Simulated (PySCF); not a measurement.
C₅H₁₁FOSi.
Z-matrix (Å and degrees, PBE0-D3(BJ)/def2-SVP geometry), rows numbered from 1:
```
C 
O   1  1.3974
Si  2  1.6684  1  124.02
C   3  1.8778  2  104.66  1   176.34
C   4  1.5514  3  113.81  2   -67.45
C   5  1.5419  4   88.72  3   -97.29
C   6  1.5276  5   88.12  4   -17.66
F   7  1.3760  4  116.20  3   -22.53
H   1  1.1010  2  108.96  3  -178.82
H   1  1.1065  2  112.23  3    61.92
H   1  1.1066  2  112.15  3   -59.56
H   3  1.4979  2  109.19  1    56.53
H   3  1.4953  2  110.30  1   -63.36
H   4  1.1023  3  107.78  2    63.64
H   5  1.1000  4  117.52  3    23.36
H   5  1.1001  4  111.82  3   149.08
H   6  1.1002  5  111.75  4    92.64
H   6  1.0994  5  118.83  4  -139.05
H   7  1.1029  4  113.02  3  -147.38
```

Linear response at CAM-B3LYP/def2-SVPD (PySCF, frozen core in the response, non-relativistic). Geometry: PBE0-D3(BJ)/def2-SVP, one conformer, isolated molecule.

Static isotropic polarisability: 87.32 au (12.94 Å³), principal values 77.9, 83.5, 100.5 au.

Task: What is the polarisability at 1064 nm and at the sodium D line?

Result: 87.94 au at 1064 nm (+0.7 %), 89.39 au at 589.3 nm (+2.4 %). The rise at 589.3 nm is 3.33 times that at 1064 nm; a pure ω² law gives 3.26. The lowest singlet lies at 169 nm, shorter than both wavelengths.

Task: What is the isotropic C6 coefficient between two such molecules, C6 = (3/π)∫α(iω)² dω?

Result: 3307 au (Eh·bohr⁶) by a ten-point quadrature over imaginary frequencies, which is 1980 eV·Å⁶ or 191 J·nm⁶/mol.

Task: Which effective excitation energy ω̄ makes London's formula C6 = (3/4)α²ω̄ exact here?

Result: ω̄ = 4·C6/(3α²) = 0.578 Eh = 15.7 eV. A one-pole form α(ω) = α/(1 − ω²/ω̄²) fitted to the 1064 nm value gives 13.9 eV.

Task: How anisotropic is the static polarisability, by Δα² = ½[(α1 − α2)² + (α2 − α3)² + (α3 − α1)²]?

Result: Δα = 20.4 au, or 0.23 of the isotropic value.

Task: What does −C6/R⁶ come to at R = 12 Å between centres?

Result: -64 J/mol. This is the leading, orientation-averaged term; C8 and higher terms are left out.

Task: What three-body coefficient follows from the one-pole estimate C9 = (3/4)·α·C6?

Result: 217000 au. This is an estimate from the two numbers above, not a computed integral.

Rough CPU time on one thread of a shared machine: about 2.1 min. This is the whole response run at CAM-B3LYP/def2-SVPD, SCF included.
